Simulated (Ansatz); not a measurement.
C2H5FOSi can be A, `C[C@H]1O[Si@H]1F`, or B, `O[SiH2]/C=C/F`.

Isolated molecules relaxed with PBE0-D4/def2-TZVP in Ansatz; ΔE leaves out vibrations. CCSD(T)/CBS is the MP2 limit (def2-TZVPP, def2-QZVPP) plus CCSD(T) − MP2 in def2-TZVPP, frozen cores. DFT in def2-TZVPP. B3LYP here is the variant with VWN-RPA as its local correlation; programs differ in this. One conformer a species, not always the lowest.

Question: Which is lower in electronic energy at CCSD(T)/CBS, and by how much? (An estimate is asked.)

Answer: The calculation gave: A, by 21.0 kcal/mol.

Question: Give E(B) − E(A) in kcal/mol with r2SCAN-D4, ωB97M-V, B2PLYP, CCSD(T)/def2-TZVPP, PBE0-D4, CCSD/def2-TZVPP, B3LYP-D4. (An estimate is asked.)

Answer: Ansatz gave: r2SCAN-D4 21.9, ωB97M-V 20.5, B2PLYP 20.1, CCSD(T)/def2-TZVPP 20.3, PBE0-D4 21.1, CCSD/def2-TZVPP 19.9, B3LYP-D4 18.6. None reverses the order clearly.

Largest T1 diagnostic: 0.013.

In def2-TZVPP, CCSD(T) changes the Hartree–Fock value by +6.1 kcal/mol (the triples alone add +0.4 kcal/mol) and MP2 by +9.0 kcal/mol.
